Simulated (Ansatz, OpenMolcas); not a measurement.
## Predicting a hybrid from its neighbours: CH2I2 (diiodomethane)

CH2I2 has 5 atoms, charge 0, and is taken as a singlet. SMILES: `ICI`. The coordinates come from a PBE0-D4/def2-TZVP relaxation.

The HOMO–LUMO gap y, in eV, basis def2-SVP with a core potential; a is the functional's share of exact exchange. Programs: Ansatz 0.2.0, OpenMolcas 26.06.

```
functional     program     a  y (eV)
       PBE      Ansatz     0    3.58
      TPSS  OpenMolcas     0    3.76
     B3LYP      Ansatz   0.2    5.10
   r2SCAN0      Ansatz  0.25    5.81
      PBE0      Ansatz  0.25       ?
     BHLYP      Ansatz   0.5    7.48
```

**Question.** Fit y = c + s·a to the known rows and predict PBE0.

**Answer.** 
1. Means of the 5 rows: a = 0.1900, y = 5.146.
2. Σ(Δa)² = 0.172, Σ(Δa·Δy) = 1.3238, so the slope is 1.3238/0.172 = 7.6965.
3. Intercept: 5.146 − (7.6965) × 0.1900 = 3.684. The largest residual of the fit is 0.20.
4. PBE0: 3.684 + (7.6965) × 0.25 = 5.61 eV.

The run gave 5.57 eV, so the prediction is off by +0.04 eV, within the largest residual. Exact exchange lowers occupied levels and raises empty ones.
